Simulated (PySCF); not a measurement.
C7H9O2 (charge -1).
Numbering: `[CH3:1][C@H:2]1[CH2:3][CH2:4][C:5]([O-:6])=[CH:7][C:8]1=[O:9]` (hydrogens: H10, H11, H12 on C1; H13 on C2; H14, H15 on C3; H16, H17 on C4; H18 on C7)

The calculation used PBE0-D3(BJ)/def2-SVP geometry optimisation, gas phase in PySCF.

Task: List the bond lengths, angles and torsions at this level.

Result: 
| bond | length (pm) | order |
| --- | --- | --- |
| C1–C2 | 151.9 | single |
| C2–C3 | 152.2 | single |
| C3–C4 | 151.7 | single |
| C4–C5 | 153.4 | single |
| C5–O6 | 124.0 | single |
| C5=C7 | 141.9 | double |
| C7–C8 | 141.7 | single |
| C8=O9 | 124.2 | double |
| C2–C8 | 154.9 | single |
| C1–H10, C1–H11, C1–H12 | 110.2 | single |
| C2–H13 | 111.0 | single |
| C3–H14 | 110.6 | single |
| C3–H15 | 110.7 | single |
| C4–H16 | 110.7 | single |
| C4–H17 | 110.2 | single |
| C7–H18 | 109.5 | single |

Bonds in one row agree within 1 pm and their mean is given. Orders are formal, as drawn. A selection of angles:
| angle | degrees |
| --- | --- |
| C1–C2–C3 | 113.0 |
| C1–C2–C8 | 110.6 |
| C3–C2–C8 | 111.7 |
| C2–C3–C4 | 111.5 |
| C3–C4–C5 | 113.2 |
| C4–C5–O6 | 117.8 |
| C4–C5–C7 | 116.3 |
| O6–C5–C7 | 126.0 |
| C5–C7–C8 | 126.1 |
| C7–C8–O9 | 125.3 |
| C2–C8–C7 | 117.1 |
| C2–C8–O9 | 117.6 |

Dihedral angles: C1–C2–C3–C4 179° (antiperiplanar); C2–C3–C4–C5 -54° (synclinal); C3–C4–C5–O6 -155° (antiperiplanar); C4–C5–C7–C8 2° (synperiplanar); C5–C7–C8–O9 177° (antiperiplanar); C1–C2–C8–C7 -153° (antiperiplanar).

C5 (vinylic carbon bearing oxygen) is planar (angles 126.0°, 117.8° and 116.3°, sum 360.0°, 0.01 Å off the plane of its three neighbours). C7 (carbon bonded to 2 C and H) is planar (angles 126.1°, 117.1° and 116.8°, sum 359.9°, 0.02 Å off the plane of its three neighbours). Of the pairs four or more bonds apart, O9···H12 is among the closest relative to their van der Waals radii: 2.38 Å, 87 % of the sum of Bondi's values. The 7 C–C bonds span 1.417 Å (C7–C8, drawn single) to 1.549 Å (C2–C8, drawn single), a spread of 0.132 Å. C8 (ketone carbonyl carbon) is planar (angles 125.3°, 117.6° and 117.1°, sum 360.0°, 0.01 Å off the plane of its three neighbours). The 6-membered ring C2–C3–C4–C5–C7–C8 has internal angles of 111.5° to 126.1°; it is puckered, 0.19 Å rms from its mean plane, widest ring torsion 54°.

Point group: C1 (no symmetry element, even within 0.4 Å). Whether it is a minimum is left open (no frequencies).

One conformer stands for the species.
